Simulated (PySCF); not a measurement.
# Threshold energies of RuH in a plasma

r²SCAN in PySCF with def2-TZVPPD on every atom (core potentials on Ru), for the lowest determinant that a PBE0 search found; no spin–orbit coupling.

```json
{"species": "RuH", "state (unpaired electrons)": "quartet (σ ↑, δ ↑↑)", "Re (Å)": "1.574", "ωe (cm⁻¹)": "2035", "energy of the minimum from the neutral (eV)": "0.00", "De (eV)": "2.82", "dissociates to": "H + Ru (4d7 5s1)"}
{"species": "RuH⁺", "state (unpaired electrons)": "quintet (σ ↑, π ↑, δ ↑↑)", "Re (Å)": "1.593", "ωe (cm⁻¹)": "2032", "energy of the minimum from the neutral (eV)": "8.11", "De (eV)": "2.44", "dissociates to": "H + Ru⁺ (4d7)"}
```

Question: Work out the lowest energy to break RuH into atoms, from its vibrational ground state.

Answer: D0 = De − ωe/2 = 2.82 − 0.13 = 2.69 eV (r²SCAN/def2-TZVPPD).

Question: Work out the ionisation energy of the Ru atom at this level and the threshold of dissociative ionisation.

Answer: IE(Ru) = 8.11 + 2.44 − 2.82 = 7.73 eV, so H + Ru⁺ (4d7) + e⁻ appears at D0 + IE(Ru) = 10.42 eV (r²SCAN/def2-TZVPPD). The measured IE(Ru) is 7.361 eV (NIST ASD).

These are thermodynamic thresholds; the onsets seen under electron impact lie higher where the geometry changes, and cross-sections peak well above them.

The metal atom is held in its measured ground configuration; semilocal functionals can put another filling of s and d lower by some tenths of an eV, and De to that atom would be smaller. Spin–orbit coupling is left out, which matters for elements this heavy, above all for dissociation energies. For an ion De counts to the pair picked by the measured ionisation energies or electron affinities, which need not be the lowest pair at this level. The state is the lowest single determinant that the PBE0 search found; with open d or f shells the true ground state can be another one.
